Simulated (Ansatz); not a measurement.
Species: C3H8BO, net charge 0, doublet state. It need not be the lowest isomer of its formula. 
Coordinates optimised at B3LYP-D3(BJ)/def2-TZVP (Ansatz, a quantum-chemistry and plane-wave program):
```
B
O 1 1.3709
C 2 1.4183 1 122.55
H 3 1.0889 2 107.69 1 -179.38
H 3 1.0929 4 108.99 2 -120.83
H 3 1.0929 4 108.98 5 -118.40
C 1 1.5351 2 114.96 3 -179.99
H 7 1.0844 1 123.05 2 179.99
H 7 1.0852 8 114.88 1 -180.00
C 1 1.5787 2 121.65 3 0.03
H 10 1.0902 1 112.73 2 -179.67
H 10 1.0955 11 107.63 1 -123.26
H 10 1.0955 11 107.59 12 -113.58
```
Charge 0, spin multiplicity 2.

Property: atomisation energy (electronic, to ground-state atoms), in kJ/mol. Cores are frozen in the correlated levels unless marked. UHF or UKS for open shells. No spin-orbit coupling. No relativistic terms. The coupled-cluster limit lacks core correlation, which all-electron functionals hold. Basis-set limits of correlation are two-point, X^-3; Hartree-Fock from the larger set. The bracket is a focal-point correction in the basis named.

```tsv
level	program	atomisation energy (kJ/mol)
BLYP-D4/def2-TZVPD	Ansatz + dftd4	5125.8
```

Problem. Predict the RI-MP2/CBS(cc-pVTZ,cc-pVQZ)+[CCSD(T)-MP2]/cc-pVTZ result (Ansatz).

Solution. 5121.6 kJ/mol
